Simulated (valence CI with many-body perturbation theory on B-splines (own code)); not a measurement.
**E1 line list for Sc I**

Calculated by valence CI with perturbative core correlation (CI+MBPT): three valence electrons over a frozen Dirac-Fock core [Ar], a basis of 7 s, 7 p, 8 d, 6 f, 4 g, 1 h functions for each j, with the one-electron correlation potential Σ1, the two-electron term Σ2, the three-electron term Σ3, Breit, model QED; selected CI, second order for the rest, scaled by the run's own slope (own B-spline code, finite nucleus).

Set against measurement, 36 paired levels are off by 313 cm⁻¹ on average, the worst by 843. These come from a selection out of the NIST Handbook of Basic Atomic Spectroscopic Data. Levels without a partner in it may be off by more, other configurations by 1,000 to 4,000 cm⁻¹.

Lines 1 to 50 of 497 in falling wavelength, among levels below 44231 cm⁻¹, chosen from the strongest by gf and those to the six lowest levels. Wavelengths and rates use the calculated energies, so an error of 300 cm⁻¹ moves a line at 2085 nm by 6.3 % and its rate by three times that or more. Electric multipoles are in the length gauge, E1 and E2 with the static RPA response of the core. Weak lines are less certain than strong ones. Lines between different terms over intervals too small for the method are left out, as are lines whose strength nearly cancels and 15 of this kind that miss the measured wavelength by over 7 %. Where a level lies close to another of its J and parity, the split of strength between their lines is uncertain. The highest levels of a list are the least certain.

Names give the largest LS component (configuration and term), which can be under half, so a name can repeat, a term be missing and a line seem to break the LS rules; names also repeat where a configuration has a term twice. Letters in brackets count levels of one name in rising energy.

| λ vac (nm) | λ from measured levels | Upper | Lower | A (s⁻¹) | log gf | Branch % |
| --- | --- | --- | --- | --- | --- | --- |
| 2488 |  | 3d4s5p ²P°_3/2 [c] | 3d4s4d ²P_3/2 [a] | 3.82e+05 | -0.85 | 0.4 |
| 2469 |  | 3d4s6s ²D_5/2 | 3d4s5p ⁴D°_5/2 [b] | 4.52e+05 | -0.61 | 2.1 |
| 2467 |  | 3d4s5p ²F°_5/2 [a] | 3d4s5s ²D_3/2 [a] | 1.68e+06 | -0.04 | 5.5 |
| 2465 |  | 3d4s5p ²F°_7/2 [a] | 3d4s5s ²D_5/2 [a] | 1.85e+06 | 0.13 | 5.7 |
| 2456 |  | 3d4s6s ²D_3/2 | 3d4s5p ⁴F°_5/2 | 6.51e+05 | -0.63 | 3.0 |
| 2443 |  | 3d4s6s ²D_5/2 | 3d4s5p ⁴D°_5/2 [a] | 3.17e+05 | -0.77 | 1.5 |
| 2439 |  | 3d4s6s ²D_5/2 | 3d4s5p ⁴F°_7/2 | 5.02e+05 | -0.57 | 2.3 |
| 2434 |  | 3d4s5p ⁴F°_5/2 | 3d4s5s ²D_3/2 [a] | 6.05e+05 | -0.49 | 3.6 |
| 2424 |  | 3d4s6s ²D_3/2 | 3d4s5p ²F°_5/2 [a] | 1.46e+06 | -0.29 | 6.7 |
| 2415 |  | 3d4s5p ⁴F°_7/2 | 3d4s5s ²D_5/2 [a] | 4.99e+05 | -0.46 | 3.4 |
| 2411 |  | 3d4s5p ⁴D°_5/2 [a] | 3d4s5s ²D_5/2 [a] | 4.22e+05 | -0.66 | 1.4 |
| 2389 |  | 3d4s6s ²D_5/2 | 3d4s5p ²F°_7/2 [a] | 1.43e+06 | -0.13 | 6.6 |
| 2386 |  | 3d4s5p ⁴D°_5/2 [b] | 3d4s5s ²D_5/2 [a] | 3.81e+05 | -0.71 | 1.1 |
| 2375 |  | 3d²4p ²D°_3/2 [c] | 3d4s5s ²D_3/2 [a] | 6.03e+05 | -0.69 | 1.3 |
| 2338 |  | 3d4s5p ²D°_5/2 [b] | 3d4s4d ²F_7/2 [a] | 7.20e+05 | -0.45 | 1.6 |
| 2330 |  | 3d4s5p ²D°_3/2 [b] | 3d4s4d ²F_5/2 [a] | 7.43e+05 | -0.62 | 1.7 |
| 2244 |  | 3d4s5p ²P°_1/2 [a] | 3d4s5s ²D_3/2 [a] | 1.77e+06 | -0.57 | 5.1 |
| 2212 |  | 3d4s5p ²P°_3/2 [a] | 3d4s5s ²D_5/2 [a] | 1.38e+06 | -0.39 | 4.0 |
| 2145 |  | 3d4s5p ²F°_7/2 [a] | 3d³ ²D_5/2 | 2.81e+05 | -0.81 | 0.9 |
| 2085 | 2227 | 3d4s4p ⁴D°_1/2 | 3d²4s ⁴F_3/2 | 4.51e+05 | -1.23 | 99.9 |
| 2066 |  | 3d²4p ²F°_7/2 [c] | 3d4s4d ²F_7/2 [a] | 5.41e+05 | -0.56 | 0.4 |
| 2065 | 2206 | 3d4s4p ⁴D°_7/2 | 3d²4s ⁴F_9/2 | 4.26e+05 | -0.66 | 92.3 |
| 2064 | 2207 | 3d4s4p ⁴D°_5/2 | 3d²4s ⁴F_7/2 | 2.77e+05 | -0.97 | 25.9 |
| 2062 |  | 3d4s5s ²D_5/2 [b] | 3d²4p ²F°_7/2 [a] | 7.89e+05 | -0.52 | 1.5 |
| 2042 | 2182 | 3d4s4p ⁴D°_5/2 | 3d²4s ⁴F_5/2 | 6.48e+04 | -1.61 | 6.1 |
| 2041 |  | 3d4s5s ²D_3/2 [b] | 3d²4p ²F°_5/2 [a] | 7.77e+05 | -0.71 | 1.4 |
| 2039 |  | 3d²4p ²F°_5/2 [c] | 3d4s4d ²F_5/2 [a] | 5.15e+05 | -0.72 | 0.4 |
| 2037 | 2174 | 3d4s4p ⁴D°_7/2 | 3d²4s ⁴F_7/2 | 3.41e+04 | -1.77 | 7.4 |
| 2023 |  | 3d4s5s ²D_5/2 [a] | 3d4s4p ²P°_3/2 [c] | 4.74e+05 | -0.76 | 0.7 |
| 1990 |  | 3d4s5p ²P°_3/2 [b] | 3d4s5s ²D_5/2 [b] | 2.08e+06 | -0.31 | 4.6 |
| 1978 |  | 3d4s5p ²F°_5/2 [b] | 3d4s5s ²D_5/2 [b] | 4.83e+05 | -0.77 | 3.0 |
| 1970 |  | 3d4s5p ²D°_3/2 [a] | 3d4s5s ²D_5/2 [a] | 6.44e+05 | -0.82 | 1.3 |
| 1964 |  | 3d4s5p ²D°_5/2 [a] | 3d4s5s ²D_5/2 [a] | 5.07e+06 | 0.25 | 10.9 |
| 1960 |  | 3d4s5p ²F°_7/2 [b] | 3d4s5s ²D_5/2 [b] | 6.19e+06 | 0.46 | 43.0 |
| 1957 |  | 3d4s5p ²D°_3/2 [a] | 3d4s5s ²D_3/2 [a] | 4.70e+06 | 0.03 | 9.5 |
| 1951 |  | 3d4s5p ²F°_5/2 [b] | 3d4s5s ²D_3/2 [b] | 6.05e+06 | 0.32 | 37.6 |
| 1947 |  | 3d4s5p ²P°_1/2 [b] | 3d4s5s ²D_3/2 [b] | 2.31e+06 | -0.58 | 4.7 |
| 1880 |  | 3d4s5p ²D°_3/2 [b] | 3d4s5s ²D_3/2 [b] | 5.12e+06 | 0.04 | 11.8 |
| 1877 |  | 3d4s5p ²D°_5/2 [b] | 3d4s5s ²D_5/2 [b] | 4.95e+06 | 0.20 | 10.8 |
| 1853 |  | 3d4s5p ²D°_5/2 [b] | 3d4s5s ²D_3/2 [b] | 4.79e+05 | -0.83 | 1.0 |
| 1835 |  | 3d4s5p ⁴F°_7/2 | 3d4s5s ⁴D_7/2 | 5.55e+05 | -0.65 | 3.8 |
| 1834 |  | 3d4s5p ²F°_7/2 [a] | 3d4s5s ⁴D_5/2 | 1.72e+06 | -0.16 | 5.3 |
| 1833 |  | 3d4s5p ⁴D°_5/2 [a] | 3d4s5s ⁴D_7/2 | 6.61e+05 | -0.70 | 2.2 |
| 1829 |  | 3d4s5p ⁴F°_5/2 | 3d4s5s ⁴D_5/2 | 1.19e+06 | -0.45 | 7.2 |
| 1828 |  | 3d4s5p ⁴F°_3/2 | 3d4s5s ⁴D_3/2 | 1.84e+06 | -0.43 | 17.8 |
| 1827 |  | 3d4s5p ²F°_5/2 [a] | 3d4s5s ⁴D_3/2 | 1.96e+06 | -0.23 | 6.4 |
| 1818 |  | 3d4s5p ⁴D°_5/2 [b] | 3d4s5s ⁴D_7/2 | 8.17e+05 | -0.61 | 2.4 |
| 1817 |  | 3d4s5p ⁴F°_3/2 | 3d4s5s ⁴D_1/2 | 6.63e+06 | 0.12 | 64.0 |
| 1816 |  | 3d4s5p ⁴D°_3/2 | 3d4s5s ⁴D_5/2 | 2.68e+06 | -0.28 | 15.7 |
| 1815 |  | 3d³ ²H_11/2 | 3d²4p ²G°_9/2 [a] | 2.07e+06 | 0.09 | 99.8 |
